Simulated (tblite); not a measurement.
Species: C7H7FSi.
Bonds: C1–C2, C2–C3 (triple), C3–C4, C4–C5 (double), C5–F6, C5–C7, C7–C8 (double), C8–Si9, C4–Si9. Hydrogens: H10, H11, H12 on C1; H13 on C7; H14 on C8; H15, H16 on Si9.

Structure optimised with GFN2-xTB, isolated species.

(1) List the bond lengths, angles and torsions at this level.

## Answers

(1) 
| bond | length (bohr) |
| --- | --- |
| C1–C2 | 2.729 |
| C2≡C3 | 2.279 |
| C3–C4 | 2.635 |
| C4=C5 | 2.550 |
| C5–F6 | 2.554 |
| C5–C7 | 2.733 |
| C7=C8 | 2.533 |
| C8–Si9 | 3.562 |
| C4–Si9 | 3.592 |
| C1–H10, C1–H11, C1–H12 | 2.060 |
| C7–H13 | 2.041 |
| C8–H14 | 2.034 |
| Si9–H15, Si9–H16 | 2.763 |

Bonds in one row agree within 0.02 bohr and their mean is given. A selection of angles:
| angle | degrees |
| --- | --- |
| C1–C2–C3 | 179.7 |
| C2–C3–C4 | 178.8 |
| C3–C4–C5 | 125.3 |
| C3–C4–Si9 | 127.5 |
| C5–C4–Si9 | 107.1 |
| C4–C5–F6 | 123.8 |
| C4–C5–C7 | 118.4 |
| F6–C5–C7 | 117.8 |
| C5–C7–C8 | 115.5 |
| C7–C8–Si9 | 109.5 |
| C4–Si9–C8 | 89.5 |

Dihedral angles: C3–C4–C5–F6 0° (synperiplanar); C4–C5–C7–C8 0° (synperiplanar); C5–C7–C8–Si9 0° (synperiplanar); C7–C8–Si9–C4 0° (synperiplanar); C3–C4–Si9–C8 180° (antiperiplanar). The mirror-image conformer, all signs reversed, is as good.

Si9 (SiH2 silicon) has angles from 89.5° to 113.9°. The C–C distances run from 1.206 Å (C2≡C3, drawn triple) to 1.446 Å (C5–C7, drawn single), a spread of 0.240 Å. The 9 heavy atoms lie in one plane (0.002 Å rms). The 5-membered ring C4–C5–C7–C8–Si9 has internal angles of 89.5° to 118.4°; it is planar, 0.00 Å rms from its mean plane, widest ring torsion 0°.

GFN2-xTB frequencies show an imaginary mode (37i cm⁻¹), so the point is no minimum at that level.

These are computed values.
